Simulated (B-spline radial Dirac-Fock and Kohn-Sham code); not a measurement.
**Tc 3p3/2: cross section and angular parameters**

System: the Tc atom, [Kr] 4d5 5s2; threshold 417.7 eV (tabulated edge). Model: Dirac-Hartree-Slater photoionisation with a Latter tail; cross sections with all multipoles, angular parameters from the dipole term and its interference with E2. Program: a B-spline atomic structure program.

Input of the calculation (task.json; shells as n, l, electrons):

```json
{"items": [{
  "Z": 43,
  "q": 0,
  "cfg": [[1, 0, 2], [2, 0, 2], [2, 1, 6], [3, 0, 2], [3, 1, 6], [3, 2, 10], [4, 0, 2], [4, 1, 6], [4, 2, 5], [5, 0, 2]],
  "A": 97,
  "rrms": 4.4112,
  "do": "xps",
  "hv": [52.9, 80, 178.0, 233.0, 251.0, 315.0, 374.0, 643.0, 717.0, 800, 884.0, 972.0, 1100.0, 1110.0, 1253.6, 1486.9, 2000, 4000, 5414.7, 6110.0, 6470.0, 7440.0, 7700.0, 8010.0, 8047.8, 8410.0, 9750.0, 10200.0, 12100.0, 13000.0],
  "edges": {"K": 21044.0, "L1": 3043.0, "L2": 2793.0, "L3": 2677.0, "M1": 544.0, "M2": 447.6, "M3": 417.7, "M4": 257.6, "M5": 253.9, "N1": 69.5}
}]}
```

Command: `python xray2_run.py task.json out`

For linearly polarised light dσ/dΩ = σ/(4π) [1 + β P₂(cos θ) + (δ + γ cos²θ) sin θ cos φ], with θ from the polarisation vector and φ the angle between the beam and the projection of the electron momentum on the plane normal to the polarisation.

```tsv
hν (eV)	σ (kb)	β	γ	δ
643	308	1.239	0.231	0.032
717	272	1.360	0.173	0.017
800	236	1.447	0.107	0.009
884	205	1.506	0.054	0.005
972	178	1.548	0.015	0.003
1100	?	?	?	?
1110	144	1.590	-0.019	0.002
1253.6	116	1.614	-0.028	0.003
1486.9	84.9	1.633	-0.008	0.004
2000	46.8	1.633	0.105	0.007
4000	9.34	1.518	0.624	0.025
5414.7	4.23	1.431	0.912	0.041
6110	3.05	1.391	1.031	0.050
6470	2.60	1.371	1.088	0.054
7440	1.76	1.320	1.227	0.067
7700	1.59	1.306	1.261	0.071
8010	1.42	1.291	1.300	0.075
8047.8	1.40	1.289	1.305	0.075
8410	1.23	1.272	1.348	0.080
9750	0.800	1.210	1.490	0.099
10200	0.700	1.191	1.533	0.105
12100	0.418	1.115	1.689	0.132
13000	0.335	1.082	1.753	0.144
```

**Question.** Give the values at 1100 eV.

**Answer.** σ = 146 kb, β = 1.587, γ = -0.018, δ = 0.003.
